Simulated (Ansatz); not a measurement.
This geometry of AlF2H3O (7 atoms, charge 0, multiplicity 1) is a first-order saddle point.

Theory: RHF/def2-SVP in Ansatz 0.2.0.

```xyz
7
Properties=species:S:1:pos:R:3
Al 0.111 -0.315 -0.118
H 0.072 0.054 1.594
F 1.570 0.014 -0.794
F -1.252 0.195 -0.887
O -0.066 -1.896 0.716
H -0.692 -2.607 0.673
H -0.071 -0.970 1.540
```

**Question.** Which two structures does it join? (They come from a converged band through this point; their orientation in space is the band's.)

**Answer.** Bonds broken: Al1–H2, O5–H7. Bonds formed: H2–H7. AlF2H3O becomes AlF2HO + H2.

Initial state:

```xyz
7
Properties=species:S:1:pos:R:3
Al -0.025 0.062 0.216
H -0.258 1.101 1.360
F 1.522 -0.160 -0.363
F -1.245 -0.207 -0.889
O -0.147 -1.773 0.957
H -0.841 -2.284 0.551
H 0.666 -2.263 0.892
```

Final state:

```xyz
7
Properties=species:S:1:pos:R:3
Al 0.045 -0.704 -0.250
H 0.187 0.460 1.672
F 1.525 -0.107 -0.625
F -1.258 0.212 -0.651
O -0.111 -2.280 0.271
H -0.838 -2.867 0.371
H 0.122 -0.238 1.936
```

**Question.** How far does it lie above each of them?

**Answer.** 35.7 kcal/mol above the first and 29.7 kcal/mol above the second. This is the barrier of this one path; another mechanism may lie lower. The orbitals stay closed-shell, which can raise the energy where a bond breaks towards radicals; this wasn't checked here.

The run took 100 s on 1 thread of Arm Neoverse V2, on a shared host, peak memory 0.14 GiB.
